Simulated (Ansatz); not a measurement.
Calculated with Ansatz (gas phase, PBE0-D4/def2-TZVP geometries, no zero-point term in ΔE). CCSD(T)/CBS adds triple-zeta CCSD(T) − MP2 to the extrapolated MP2 energy (def2 sets, frozen cores). Functionals use def2-TZVPP. One conformer a species, not always the lowest.

Reaction (isomerisation): `C=C(F)C[SiH3]` → `CC(C)[Si]F`

```json
{"species": "`C=C(F)C[SiH3]`", "ωB97M-V energy (Eh)": "-507.82524"}
{"species": "`CC(C)[Si]F`", "ωB97M-V energy (Eh)": "-507.87562"}
```

Question: Work out ΔE.

Answer: ΔE = (-507.87562) − (-507.82524) = -0.05038 Eh = -31.6 kcal/mol. CCSD(T)/CBS gives -31.4 kcal/mol.

Largest T1 diagnostic among the species: 0.012.

The D4 term adds −0.9 kcal/mol with B3LYP and −0.5 kcal/mol with PBE0; it sums over pairs of atoms, weighted by their polarisabilities, and B3LYP, whose exchange is more repulsive, gets the larger term. In def2-TZVPP, CCSD(T) changes the Hartree–Fock value by −5.3 kcal/mol (the triples alone add +0.5 kcal/mol) and MP2 by −6.3 kcal/mol.

B3LYP here is the variant with VWN-RPA as its local correlation; programs differ in this.
